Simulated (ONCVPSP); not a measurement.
**Configuration tests for lutetium (Lu) (ONCV)**

ONCVPSP 4.0.1 input, shortened (lines: element, Z, core and valence counts, functional; n l f; lmax; l rc ep ncon nbas qcut; lloc lpopt rc5 dvloc0; l nproj debl; icmod fcfact rcfact), LDA (Perdew-Zunger), scalar-relativistic:

```
  Lu 71.00    8    6        3      upf
    1    0    2.00
    2    0    2.00
    2    1    6.00
    3    0    2.00
    3    1    6.00
    3    2   10.00
    4    0    2.00
    4    1    6.00
    4    2   10.00
    4    3   13.00
    5    0    2.00
    5    1    6.00
    5    2    2.00
    6    0    2.00
    3
    0    1.85    0.00    5    8    5.20
    1    1.65    0.00    5    8    9.90
    2    0.75    0.00    3    8   20.20
    3    0.75    0.00    4    8   20.80
    3    5    0.75    0.00
    0    3    3.10
    1    1    3.20
    2    3    1.30
    3    0    1.20
    3    5.50    1.15
```

Energies are relative to the spin-unpolarised reference configuration 4d10 4f13 5s2 5p6 5d2 6s2; without spin polarisation the order of configurations can differ from experiment. Not all tests gave a result: 1 of 4 tests not solved or not reliable.

```
    valence configuration  charge  ΔE all-electron (eV)  error AE − PS (meV)
4d10 4f14 5s2 5p6 5d1 6s2       0               -10.939                  -63
4d10 4f14 5s2 5p6 5d1 6s1      +1                -3.357                  -49
4d10 4f14 5s2 5p6 5d1 6s0      +2                10.215                  -28
```

Note: ghosts flagged at negative energy: s at -845.5 eV, p at -903.2 eV; GHOST(+) flagged for s at 358.5 eV. A true bound ghost makes a file unfit for plane-wave use.
